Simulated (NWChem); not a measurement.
Species: C2H3ClO2Si; SMILES C#C[Si](O)(Cl)O

```xyz
9

C      1.0058     2.6852     0.0302
C      0.4508     1.6039    -0.0023
Si    -0.3701    -0.0175    -0.0053
O     -1.3054    -0.2735     1.3245
O     -1.3253    -0.0920    -1.3321
Cl     1.1039    -1.4646    -0.0494
H      1.4959     3.6429     0.0523
H     -0.8641    -0.4591     2.1586
H     -1.9111    -0.8523    -1.4030
```
Atoms are numbered in this order, from 1.

Computed with NWChem. Medium grid unless said otherwise, to which SCAN and Minnesota functionals are sensitive. Geometry: optimised at PBE0/def2-SVP. Total energies of different functionals are on different scales.

```csv
level,energy (Ha),highest occupied level (eV),orbital gap (eV),dipole (D)
B3LYP/def2-SVP,-977.8650,-8.04,7.72,1.31
PBE/def2-SVP,-977.2365,-7.01,5.91,1.29
r2SCAN/def2-SVP,-977.6633,-7.39,6.45,1.34
LC-BLYP (range parameter 0.33 per bohr)/def2-SVP,-976.9212,…,…,1.33
B3PW91/def2-SVP,-977.6714,-8.17,7.77,1.33
B97-D/def2-SVP,-977.7041,-6.99,5.99,1.30
BHandHLYP/def2-SVP,-977.7158,-9.48,10.42,1.36
```

Task: Fill in the missing entries.

Result: 
- LC-BLYP (range parameter 0.33 per bohr)/def2-SVP, highest occupied level (eV): -10.65
- LC-BLYP (range parameter 0.33 per bohr)/def2-SVP, orbital gap (eV): 12.64
